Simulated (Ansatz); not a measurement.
Computed with Ansatz on PBE0-D4/def2-TZVP structures; ΔE is electronic, products minus reactants. CCSD(T)/CBS adds triple-zeta CCSD(T) − MP2 to the extrapolated MP2 energy (def2 sets, frozen cores). This one scheme is used for every species. DFT in def2-TZVPP. def2 core potentials past Kr. For Sb outer-core shells are correlated without core-valence functions, which leaves a few kJ/mol of doubt a bond. One conformer a species, not always the lowest.

Reaction (formal hydrolysis of the Si–Sb bond): `CC[SiH2][SbH2]` + H₂O → `CC[SiH2]O` + stibine

`CC[SiH2][SbH2]`:

Z-matrix (Å, degrees):
```
C
C 1 1.525
H 1 1.093 2 111.5
H 1 1.093 2 111.5 3 120.2
H 1 1.094 2 111.5 3 -120.0
Si 2 1.881 1 113.8 3 -178.2
H 2 1.095 1 110.5 3 59.8
H 2 1.096 1 110.4 3 -57.3
Sb 6 2.579 2 110.2 1 -60.5
H 6 1.490 2 110.3 1 -178.6
H 6 1.490 2 110.1 1 62.1
H 9 1.708 6 90.9 2 171.2
H 9 1.709 6 91.8 2 79.7
```

H₂O:

Z-matrix (Å, degrees):
```
O
H 1 0.960
H 1 0.960 2 105.1
```

`CC[SiH2]O`:

Cartesian coordinates in Å:
```
C 0.705 1.270 0.399
C -0.496 0.370 0.672
Si -0.692 -1.014 -0.568
O 0.623 -2.015 -0.605
H 0.646 1.727 -0.594
H 1.642 0.708 0.447
H 0.779 2.082 1.127
H -0.425 -0.070 1.673
H -1.424 0.955 0.663
H -0.910 -0.418 -1.920
H -1.843 -1.879 -0.210
H 1.395 -1.715 -1.084
```

`[SbH3]`:

```xyz
4

Sb    0.309   -0.538    0.368
H    -1.338   -0.108    0.496
H     0.242   -0.452   -1.336
H     0.788    1.098    0.472
```

```json
{"level": "PBE-D4", "ΔE (kJ/mol)": "-40.3"}
{"level": "r2SCAN-D4", "ΔE (kJ/mol)": "-56.4"}
{"level": "ωB97M-V", "ΔE (kJ/mol)": "-60.4"}
{"level": "MP2/def2-TZVPP", "ΔE (kJ/mol)": "-52.3"}
{"level": "SCS-MP2/def2-TZVPP", "ΔE (kJ/mol)": "-61.1"}
{"level": "CCSD/def2-TZVPP", "ΔE (kJ/mol)": "-61.2"}
{"level": "SCS-MP2/def2-QZVPP", "ΔE (kJ/mol)": "-56.4"}
{"level": "HF/CBS(def2)", "ΔE (kJ/mol)": "-83.2"}
```

Question: What does CCSD(T)/CBS give? (An estimate is asked.)

Answer: Computed: -48.1 kJ/mol. The listed levels differ from it by 7.8, -8.3, -12.3, -4.2, -13.0, -13.1, -8.3, -35.1 kJ/mol.

Largest T1 diagnostic among the species: 0.014.

In def2-TZVPP, CCSD(T) changes the Hartree–Fock value by +25.3 kJ/mol (the triples alone add +4.0 kJ/mol) and MP2 by +30.2 kJ/mol. The D4 term adds +10.0 kJ/mol with B3LYP and +5.7 kJ/mol with PBE0; it sums over pairs of atoms, weighted by their polarisabilities, and B3LYP, whose exchange is more repulsive, gets the larger term.

B3LYP here is the variant with VWN-RPA as its local correlation; programs differ in this.
